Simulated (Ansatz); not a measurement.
The Si3–H4 bond of H4SiSn (SMILES [SiH3][SnH]) is stretched (multiplicity 1, the rest rigid).
Geometry at rest (charge 0, multiplicity 1):
```xyz
6

Sn     0.022     0.540     0.434
H     -0.413     1.519    -0.988
Si    -0.038    -1.602    -1.159
H      0.940    -1.446    -2.270
H     -1.388    -1.753    -1.768
H      0.280    -2.878    -0.465
```

Cores are frozen in the correlated methods. Filled d and f shells under p-block atoms count as core.

The values were computed with Ansatz (Gaussian orbitals).  In def2 rows elements past Kr take small-core potentials, without spin–orbit coupling.

Energies above the point at 1.489 Å (the B3LYP-D3(BJ) bond length), FIC-MRCISD+Q on CASSCF(2,2)/def2-TZVPP (kcal/mol): 5.54 at 1.340 Å; 3.61 at 1.638 Å; 86.61 at 4.764 Å.

**Question.** Take the last value as the depth D of a Morse curve D(1 − e^(−a(R − R₀)))², fit a and R₀ to the two near points, and test it at 2.010 and 2.606 Å.

**Answer.** 
With D = 86.6, both near points (counted from the curve's value at 1.489 Å) are met by a = 1.52 Å⁻¹ and R₀ = 1.488 Å, so k = 2Da² = 402 kcal/(mol Å²). The curve then gives 26.1 and 57.9 kcal/mol; the level itself gives 27.0 and 62.5, so Morse is off by -0.9 and -4.5.

Ansatz is a program for electronic structure.
